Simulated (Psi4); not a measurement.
Intermolecular potential of BCl3 ··· H3O+ (SMILES ClB(Cl)Cl and [OH3+]) (charge +1). Monomers: optimised at B3LYP-D3(BJ) (def2-TZVP), held rigid. Orientation: lowest of the rigid-body minima from ten starts at GFN2-xTB. The monomers approach along the line of their centres of mass (distance R); nothing else relaxes.

SCS-MP2/aug-cc-pVDZ = DF-SCS-MP2/aug-cc-pVDZ, frozen core, counterpoise-corrected (Psi4 1.11); SAPT0/jun-cc-pVDZ, frozen core (Psi4).

Interaction energies in kJ/mol:

```json
[
 {"R / Å": "2.97", "SCS-MP2/aug-cc-pVDZ": "26.25"},
 {"R / Å": "3.14", "SCS-MP2/aug-cc-pVDZ": "-20.76"},
 {"R / Å": "3.34", "SCS-MP2/aug-cc-pVDZ": "-45.29"},
 {"R / Å": "3.53", "SCS-MP2/aug-cc-pVDZ": "-52.33"},
 {"R / Å": "3.77", "SCS-MP2/aug-cc-pVDZ": "-50.75"},
 {"R / Å": "4.07", "SCS-MP2/aug-cc-pVDZ": "-42.67"},
 {"R / Å": "4.36", "SCS-MP2/aug-cc-pVDZ": "-33.93"},
 {"R / Å": "4.83", "SCS-MP2/aug-cc-pVDZ": "-22.56"},
 {"R / Å": "5.58", "SCS-MP2/aug-cc-pVDZ": "-12.00"},
 {"R / Å": "6.52", "SCS-MP2/aug-cc-pVDZ": "-6.12"},
 {"R / Å": "7.86", "SCS-MP2/aug-cc-pVDZ": "-2.86"}
]
```

Question: Predict the corresponding SAPT0/jun-cc-pVDZ column.

Answer: 2.97: 24.02; 3.14: -16.66; 3.34: -37.31; 3.53: -43.15; 3.77: -41.96; 4.07: -35.40; 4.36: -28.18; 4.83: -18.76; 5.58: -10.18; 6.52: -5.37; 7.86: -2.58 (kJ/mol).
